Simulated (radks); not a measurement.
The numbers below are computed, except where a source is named.
Species: Yb31+. Configuration: [Kr] 4d3.

Level of theory: Dirac Kohn-Sham, LDA (Slater exchange, Perdew-Wang correlation), spin-unpolarised, spherical densities, point nucleus; open shells fill j = l - 1/2 first (a radial shooting solver on a logarithmic mesh with Libxc functionals).

Energy parts (hartree):
total: -13563.8426
kinetic: 15130.3477
electron-nucleus: -31906.9983
Hartree: 3451.6948
exchange-correlation: -238.8867

Orbitals (lengths in bohr, moments of r in powers of bohr):
| orbital | occ. | eigenvalue (hartree) | <1/r> |
|---|---|---|---|
| 1s1/2 | 2 | -2289.470 | 80.61 |
| 2s1/2 | 2 | -424.0584 | 19.46 |
| 2p1/2 | 2 | -406.5941 | 19.43 |
| 2p3/2 | 4 | -368.1581 | 16.69 |
| 3s1/2 | 2 | -128.4337 | 7.190 |
| 3p1/2 | 2 | -120.8101 | 7.108 |
| 3p3/2 | 4 | -112.4977 | 6.406 |
| 3d3/2 | 4 | -99.63318 | 6.291 |
| 3d5/2 | 6 | -97.80713 | 6.121 |
| 4s1/2 | 2 | -55.04397 | 3.328 |
| 4p1/2 | 2 | -51.84618 | 3.254 |
| 4p3/2 | 4 | -49.40139 | 3.024 |
| 4d3/2 | 3 | -44.16152 | 2.898 |
| 4d5/2 | 0 | -43.64395 | 2.844 |

The highest occupied level is 4d3/2 at -1201.7 eV. For comparison, the ionisation energy in NIST's Atomic Spectra Database is 1224 eV (theoretical). In exact Kohn-Sham theory the highest level is minus the ionisation energy, but local and semilocal functionals leave it too shallow, through self-interaction and a potential that decays too fast; potentials with the right tail come closer. The density falls to 0.001 e/bohr^3 at r = 1.20 bohr. Summed over all electrons, <r^2> = 3.527 bohr^2, which gives a Langevin (diamagnetic) susceptibility term of -2.79 x 10^-6 cm^3/mol.

Beside tabulated values, note that spin-unpolarised runs miss the spin-polarisation part of the exchange energy of open shells.
